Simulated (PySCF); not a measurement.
C2H6BFO, SMILES CB(F)CO.

Geometry optimised at ωB97X-D3(BJ)/def2-SVP. The structure was generated by enumeration, and PubChem lists no compound with its InChIKey, so it may never have been made. One conformer was computed; it need not be the lowest.

Two levels are set side by side: PBE/def2-TZVP (PySCF) and CAM-B3LYP/def2-TZVP (PySCF). Same geometry, gas phase. Differences are taken from unrounded values.

```
quantity                     CAM-B3LYP    PBE  PBE minus CAM-B3LYP
---------------------------  ---------  -----  -------------------
orbital gap (eV)                 10.74   5.34                -5.40
highest occupied level (eV)      -9.59  -6.36                 3.23
lowest empty level (eV)           1.15  -1.02                -2.17
dipole moment (D)                 1.60   1.54                -0.06
mean polarisability (bohr³)       42.0   44.4                  2.4
```

Without exact exchange PBE keeps part of each electron's self-repulsion, which lifts occupied levels and narrows the gap. PBE's more diffuse valence density responds more strongly to a field. Differences between two approximate levels are no errors against the true value.

Rough cost on one machine, each run with all the roots and properties that it gave: CAM-B3LYP against PBE within a factor of 2.
